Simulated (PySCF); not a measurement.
Two-dimensional NMR puzzle

Compound of formula C$_{7}$H$_{9}$FSi. Correlations simulated from computed shifts and the bond graph:

HSQC (one-bond C–H):
```
  δH     δC
7.34  135.8
6.96  127.8
6.92  119.8
6.90  117.1
2.19   19.8
```

COSY cross peaks (H two or three bonds apart, from the bond graph; peaks can be absent where the dihedral angle is near 90°):
```
  δH    δH
7.34  6.96
7.34  6.90
3.95  2.19
```

HMBC (two and three bonds, from the bond graph):
```
  δH                                δC
7.34        170.7, 148.0, 127.8, 117.1
6.96  148.0, 135.8, 119.8, 117.1, 19.8
6.92  170.7, 148.0, 127.8, 117.1, 19.8
6.90        170.7, 135.8, 127.8, 119.8
3.95                       148.0, 19.8
2.19               148.0, 127.8, 119.8
```

Carbons without hydrogens: δ 170.7, 148.0.

[PySCF 2.14: geometry: PBE0-D3(BJ)/def2-SVP; GIAO PBE0/pcSseg-1 shieldings; one conformer; relativity neglected; fast rotation and ring inversion assumed for equivalent nuclei; no solvent]

Scale: 1H (31.27 ppm), 13C (184.41 ppm) against TMS (reference shieldings calculated alike).

Exchangeable hydrogens are left out of these lists.

Question: Assemble the structure.

Answer: SMILES C(C1=CC=CC(F)=C1)[SiH3].

Numbering as in the mapped SMILES `[F:1][c:2]1[cH:3][cH:4][cH:5][c:6]([CH2:7][SiH3:8])[cH:9]1`; H(Xn) means a hydrogen on atom n.

1. δC 170.7 is C2, an aromatic carbon bearing fluorine.
2. δC 148.0 is C6, a substituted aromatic carbon.
3. δC 135.8 is C4, an aromatic CH (δH 7.34).
4. δC 127.8 is C5, an aromatic CH (δH 6.96).
5. δC 119.8 is C9, an aromatic CH (δH 6.92).
6. δC 117.1 is C3, an aromatic CH (δH 6.90).
7. δC 19.8 is C7, an sp3 CH2 bonded to Si, on an aromatic ring (δH 2.19).
8. HMBC from δH 7.34 reaches the proton-free carbons C2, C6.
9. HMBC from δH 6.96 reaches the proton-free carbon C6.
10. HMBC from δH 6.92 reaches the proton-free carbons C2, C6.
11. HMBC from δH 6.90 reaches the proton-free carbon C2.
12. COSY links 7.34–6.96, 7.34–6.90, 3.95–2.19.

The data come from this structure; uniqueness wasn't tested.

Shifts are as computed. Against solution values, carbons near 30 ppm lie about +2 ppm off and those near 130 ppm about +5 ppm. Of 1211 compounds with measured shifts, 218 miss one by over three times the rms of a fit or turn the order of signals round; such compounds aren't used in these exercises.
